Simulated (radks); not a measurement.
Results of a calculation; reference values are marked as such.
Question: Valence configurations of neutral niobium (all share [Kr]). Code: a radial shooting solver on a logarithmic mesh with Libxc functionals. Model: non-relativistic Kohn-Sham, SCAN, spin-unpolarised, spherical densities, point nucleus; meta-GGA in the generalised Kohn-Sham scheme; relativity is left out, which matters for an element this heavy. Order these by energy: 4d3 5s1 5p1; 4d1.5 5s1.5 5p2; 4d3 5s2; 4d3.5 5s1 5p0.5; 4d4 5p1; 4d4 5s1; 4d5; 4d3.5 5s1.5; 4d2 5s1 5p2; 4d3 5p2.

Answer: From the lowest, in eV above it: 4d3.5 5s1.5 0.000; 4d3 5s2 0.057; 4d4 5s1 0.211; 4d5 1.045; 4d3.5 5s1 5p0.5 1.530; 4d4 5p1 2.909; 4d3 5s1 5p1 3.286; 4d3 5p2 6.490; 4d2 5s1 5p2 8.381; 4d1.5 5s1.5 5p2 9.857. NIST lists [Kr] 4d4 5s1 as the ground configuration; this level of theory puts 4d3.5 5s1.5 lower, by 0.211 eV. The energies are those of spherical spin-averaged densities, not of single terms. Relativity is left out, which favours d and f over s occupation in heavy atoms.
